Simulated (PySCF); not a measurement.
# Peak assignment

Molfile (atoms numbered from 1):
```
C6H12FNSi
     RDKit          3D

 21 21  0  0  0  0  0  0  0  0999 V2000
    2.2224    1.1179    0.6760 C   0  0  0  0  0  0  0  0  0  0  0  0
    2.3162   -0.1942    0.8186 C   0  0  0  0  0  0  0  0  0  0  0  0
    3.3152   -0.6998    1.5957 F   0  0  0  0  0  0  0  0  0  0  0  0
    1.2122   -1.5177    0.0699 Si  0  0  2  0  0  4  0  0  0  0  0  0
    0.5532   -1.1844   -1.6631 C   0  0  0  0  0  0  0  0  0  0  0  0
   -0.4820   -0.9490   -0.5577 C   0  0  2  0  0  0  0  0  0  0  0  0
   -0.8724    0.4158   -0.3466 N   0  0  0  0  0  0  0  0  0  0  0  0
   -1.7650    0.8848   -1.3895 C   0  0  0  0  0  0  0  0  0  0  0  0
   -1.4454    0.6093    0.9686 C   0  0  0  0  0  0  0  0  0  0  0  0
    2.9116    1.7964    1.1505 H   0  0  0  0  0  0  0  0  0  0  0  0
    1.4284    1.5260    0.0794 H   0  0  0  0  0  0  0  0  0  0  0  0
    1.4209   -2.8711    0.5503 H   0  0  0  0  0  0  0  0  0  0  0  0
    0.8776   -0.2942   -2.1827 H   0  0  0  0  0  0  0  0  0  0  0  0
    0.3440   -1.9987   -2.3414 H   0  0  0  0  0  0  0  0  0  0  0  0
   -1.3129   -1.6635   -0.5554 H   0  0  0  0  0  0  0  0  0  0  0  0
   -1.9465    1.9508   -1.2526 H   0  0  0  0  0  0  0  0  0  0  0  0
   -2.7324    0.3584   -1.3845 H   0  0  0  0  0  0  0  0  0  0  0  0
   -1.2936    0.7312   -2.3583 H   0  0  0  0  0  0  0  0  0  0  0  0
   -2.3609    0.0169    1.1249 H   0  0  0  0  0  0  0  0  0  0  0  0
   -1.6883    1.6630    1.1013 H   0  0  0  0  0  0  0  0  0  0  0  0
   -0.7112    0.3190    1.7193 H   0  0  0  0  0  0  0  0  0  0  0  0
  1  2  2  0
  2  3  1  0
  2  4  1  0
  4  5  1  0
  5  6  1  0
  6  7  1  0
  7  8  1  0
  7  9  1  0
  6  4  1  0
  1 10  1  0
  1 11  1  0
  4 12  1  6
  5 13  1  0
  5 14  1  0
  6 15  1  6
  8 16  1  0
  8 17  1  0
  8 18  1  0
  9 19  1  0
  9 20  1  0
  9 21  1  0
M  END
```

Level of theory: geometry from GFN2-xTB, shieldings: GIAO PBE0/pcSseg-1, in PySCF 2.14 (isolated molecule, equivalent nuclei averaged, one conformer, non-relativistic).

Chemical shifts δ = σref − σ; TMS for $^{13}$C (σ = 186.93 ppm) and $^{1}$H (σ = 31.72 ppm), all at this level.

Question: Assign these signals to the numbered atoms. $^{13}$C{$^{1}$H} NMR (computed): δ 175.5 (C), 113.9 (CH2), 48.2 (CH3), 46.1 (CH), 11.9 (CH2).

Answer: 
```tsv
δ (ppm)	atoms	environment	reason
175.5	C2	fully substituted alkene carbon	–
113.9	C1	terminal =CH2 carbon	an sp2 carbon of a C=C bond
48.2	C8/C9	methyl carbon bonded to N	the inductive effect lowers its shielding
46.1	C6	three-membered-ring carbon	pulled downfield by the heteroatom
11.9	C5	three-membered-ring carbon	–
```

Question: Assign these signals to the numbered atoms. $^{1}$H NMR (600 MHz, computed): δ 5.69 (m, 1H), 5.62 (m, 1H), 3.38 (m, 1H), 2.37 (s, 6H), 1.91 (m, 1H), 0.97 (m, 1H), 0.60 (m, 1H).

Answer: 
5.69 → H11, hydrogen on a terminal =CH2 carbon: olefinic region
5.62 → H10, hydrogen on a terminal =CH2 carbon
3.38 → H12, hydrogen on a silicon bonded to 3 C, in a 3-membered ring
2.37 → H16/H17/H18/H19/H20/H21, hydrogen on a methyl carbon bonded to N: its carbon carries N, hence the downfield position
1.91 → H15, hydrogen on a three-membered-ring carbon
0.97 → H14, hydrogen on a three-membered-ring carbon: cyclopropane-type protons are shielded by the ring
0.60 → H13, hydrogen on a three-membered-ring carbon

H11 and H10 lie closer than the usual error of such a calculation, so a measured spectrum could show them in the other order.

Splittings by $^{19}$F in the carbon and heteronuclear signals aren't shown, as no couplings were computed. Shifts are as computed. Against solution values, carbons near 30 ppm lie about +3 ppm off and those near 130 ppm about +5 ppm. Of 1211 compounds with measured shifts, 218 miss one by over three times the rms of a fit or turn the order of signals round; such compounds aren't used in these exercises. No couplings were computed; multiplicities are counted from neighbouring protons, with m where these are inequivalent, close in shift, in a saturated or five-membered ring or joined by F or P, and br s for small geminal =CH2 splittings.
